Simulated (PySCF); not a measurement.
Compound: C₇H₄N₃ (doublet state).
SMILES with atom numbers: `[N:1]#[C:2][C:3]1=[CH:4][C:5]([C:6]#[N:7])=[N:8][CH2:9][CH:10]1` (hydrogens: H11 on C4; H12, H13 on C9; H14 on C10)

Cartesian coordinates in Å at the GFN2-xTB level; atoms count from 1:
```xyz
14
C7H4N3 angstrom
N      3.3324   -1.6561    0.0565
C      2.3350   -1.0947    0.0414
C      1.0963   -0.4001    0.0236
C     -0.1099   -1.1329   -0.0570
C     -1.3176   -0.3985   -0.0722
C     -2.5335   -1.1451   -0.1552
N     -3.4811   -1.7825   -0.2228
N     -1.4159    0.8952   -0.0178
C     -0.2363    1.6849    0.0660
C      1.0641    0.9650    0.0847
H     -0.1104   -2.2090   -0.1053
H     -0.3323    2.3230    0.9624
H     -0.2615    2.4026   -0.7731
H      1.9699    1.5478    0.1465
```

The calculation used UKS B3LYP, pcH-1 on C H N, non-relativistic, mean-field spin-orbit, GIAO (PySCF 2.14.0). Geometry: GFN2-xTB; no solvent, vibrations or thermal averaging. The geometry wasn't refined by DFT: couplings that depend on bond lengths, twists or pyramidal angles can differ widely from those at the functional's own minimum. The SCF solution wasn't tested for stability. ⟨S²⟩ is 0.792 where a pure state has 0.75.

(1) Match the computed a_iso(1H) values +168.0, -39.0, -28.6 MHz (means over equivalent nuclei) with the sites H11; H12/H13; H14.

## Answers

(1) 
```tsv
site	a_iso (MHz)	ρ(0) (bohr⁻³)	position	distance from C4 (Å)	bound to	spin population there	largest |T| (MHz)
H11	-39.0	-0.0087	1 bond from C4	1.08	C4	+0.60	22.8
H12/H13	+168.0	+0.0376	2 bonds from N8	3.61	C9	-0.07	6.0
H14	-28.6	-0.0064	1 bond from C10	3.40	C10	+0.42	17.7
```

ρ(0) is the spin density at the nucleus and T the dipolar tensor; entries for several nuclei are means. Largest spin populations (Mulliken): C4 (+0.60), C10 (+0.42), N8 (+0.36) and C3 (-0.19). Three atoms exceed +0.15. The positive populations add up to 1.57 and the negative ones to -0.57, together 2S = 1. The angles at C4 add up to 360.0°, so it is planar. Main spin sites, with 60 % or more of the largest population: C4, N8, C10; positions count bonds from the nearest.

Nuclei that the bonding pattern makes equivalent are averaged, as if the motion that swaps them (rotation, inversion, ring flip) were fast.

The SMILES `N#CC1=CC(C#N)=NC[CH]1` draws the unpaired electron on C10, whose computed spin population is only +0.42.

On one thread, Arm Neoverse V2 (aarch64), shared host with 96 logical CPUs at a one-minute load of 89, this took 1.7 min wall (grids of density and orbitals included) and 0.97 GiB of memory at its peak.
